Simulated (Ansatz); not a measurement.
Input for Ansatz (a quantum-chemistry and plane-wave program): R-wB97X-V/def2-TZVPP on CH6OSi (SMILES CO[SiH3]), a point of a torsion scan.

Ansatz 0.2 input:
```yaml
crystal:
  periodic: [false, false, false]
  atoms:
    - {symbol: C, position_ang: [1.36381611, -0.03999724, 0.07988865]}
    - {symbol: O, position_ang: [0.21124661, -0.17376617, -0.69198419]}
    - {symbol: Si, position_ang: [-1.34007250, -0.31340502, -0.24876100]}
    - {symbol: H, position_ang: [1.91082801, -0.98659937, 0.08895431]}
    - {symbol: H, position_ang: [1.99734765, 0.72628469, -0.37292599]}
    - {symbol: H, position_ang: [1.13941913, 0.24862365, 1.10834967]}
    - {symbol: H, position_ang: [-1.58130776, -1.54603605, 0.50965040]}
    - {symbol: H, position_ang: [-1.95233545, -0.31241089, -1.56533684]}
    - {symbol: H, position_ang: [-1.75225396, 0.81156011, 0.59794559]}
basis:
  gaussian:
    orbitals: def2-TZVPP
hamiltonian:
  xc: {name: wB97X-V}
scf: {lower_state_search: off}
```

What total energy does the run end on?

-406.4203 hartree.

How many basis functions does it have, and what does it roughly cost on one machine?

188 functions; roughly 5 core-seconds.
